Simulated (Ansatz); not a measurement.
Al2S3, relaxed as a singlet with RKS PBE-D4/def2-SVP in Ansatz, starting from the GFN1-xTB geometry. Force threshold 0.02 eV/Å.

Another isomer (singlet) lies 1.67 eV lower at PBE0-D4/def2-TZVP; other spin states weren't run for this one.

Start:

Cartesian coordinates in Å:
```
Al -1.094 1.615 0.304
Al 0.755 -1.807 0.256
S 1.028 0.537 1.109
S 0.584 0.331 -0.963
S -1.273 -0.676 -0.705
```

(1) Estimate the energy that the relaxation releases and the steps that it takes.

(2) Does the start keep its bonding and symmetry?

(3) Predict the relaxed structure.

Answers

(1) 0.26 eV, in 6 steps; 3.9 s on 4 threads of Arm Neoverse V1 on a shared host. No frequencies were taken in this run, so the end may be a saddle point.

(2) By distances, no bond broke or formed. The bond that changes most is Al1–S4, from 2.46 to 2.71 Å (atoms count from 1). Point group C2v at the start, C2v at the end, both within 0.05 Å.

(3) 
```xyz
5

Al   -1.213    1.622    0.451
Al    0.696   -1.914    0.400
S     1.095    0.576    1.027
S     0.651    0.368   -1.072
S    -1.229   -0.652   -0.806
```
Bond lengths (bridged metal pairs left out): 4 × Al–S 2.60 Å; 2 × S–S 2.16 Å.
